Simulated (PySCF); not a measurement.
Gas-phase equilibrium of 1 mol HF, 1.8 mol H2O at 2500 K and 0.100 bar, among 15 species (O2, F2, O, F, HO2, HOF, H2O, H, FO, H2O2, O3, HF, H2, F2O, OH). Only gases are allowed; each row takes one source of thermochemistry for all species, and Cantera finds the minimum.

Energies from PySCF, thermal terms from the rigid-rotor harmonic-oscillator model, ideal gas at 1 bar. The comparison is the NASA 1993 polynomial table, which mixes measured and estimated data. † marks an energy on the PBE0/def2-TZVP geometry and frequencies; other levels use their own. Open shells (unrestricted) among the columns below: O2 (multiplicity 3), O (multiplicity 3, electronic degeneracy 9), F (multiplicity 2, electronic degeneracy 6), H (multiplicity 2), OH (multiplicity 2, electronic degeneracy 4); the rest are closed-shell singlets. Spin-orbit splitting is ignored; it lowers the true energy and changes the entropy of O, F, OH. The harmonic model lacks anharmonicity and excited electronic states, which grow with temperature; levels with a mode under 35 cm⁻¹ are left out. The table's entry may be an old estimate for OH (not checked at source).

Molecules larger than those listed are left out. Also missing: (HF)n, which can matter at low temperature or high pressure. Table species left out: FO2, H2F2, H3F3, H4F4.

With table thermochemistry: H2O 0.52, H 0.020, HF 0.34, O 0.0071, H2 0.063, O2 0.024, F 0.00022, OH 0.034.

Problem. How far does the composition move with the other sources (BLYP/def2-TZVP†, HF/def2-TZVP†, PBE/def2-SVP, PBE/def2-TZVP†, PBE0/def2-SVP†, ωB97X-V/def2-TZVP†)?

Solution. 
```json
[
 {"thermochemistry": "table", "x H2O": "0.52", "x H": "0.020", "x HF": "0.34", "x O": "0.0071", "x H2": "0.063", "x O2": "0.024", "x F": "0.00022", "x OH": "0.034"},
 {"thermochemistry": "BLYP/def2-TZVP†", "x H2O": "0.34", "x H": "0.036", "x HF": "0.31", "x O": "0.0035", "x H2": "0.18", "x O2": "0.090", "x F": "0.00022", "x OH": "0.037"},
 {"thermochemistry": "HF/def2-TZVP†", "x H2O": "0.00079", "x H": "0.40", "x HF": "0.12", "x O": "0.30", "x H2": "0.12", "x O2": "9.4e-7", "x F": "0.048", "x OH": "0.0090"},
 {"thermochemistry": "PBE/def2-SVP", "x H2O": "0.28", "x H": "0.074", "x HF": "0.30", "x O": "0.00100", "x H2": "0.21", "x O2": "0.12", "x F": "0.00018", "x OH": "0.015"},
 {"thermochemistry": "PBE/def2-TZVP†", "x H2O": "0.39", "x H": "0.052", "x HF": "0.32", "x O": "0.0014", "x H2": "0.14", "x O2": "0.078", "x F": "0.00013", "x OH": "0.022"},
 {"thermochemistry": "PBE0/def2-SVP†", "x H2O": "0.36", "x H": "0.065", "x HF": "0.31", "x O": "0.0070", "x H2": "0.14", "x O2": "0.073", "x F": "0.00053", "x OH": "0.040"},
 {"thermochemistry": "ωB97X-V/def2-TZVP†", "x H2O": "0.41", "x H": "0.036", "x HF": "0.32", "x O": "0.0065", "x H2": "0.12", "x O2": "0.057", "x F": "0.00035", "x OH": "0.043"}
]
```
The most sensitive of these is O2: it spans a factor of 10^5.1 over these rows; at this temperature one factor of ten is RT ln 10 = 48 kJ/mol.
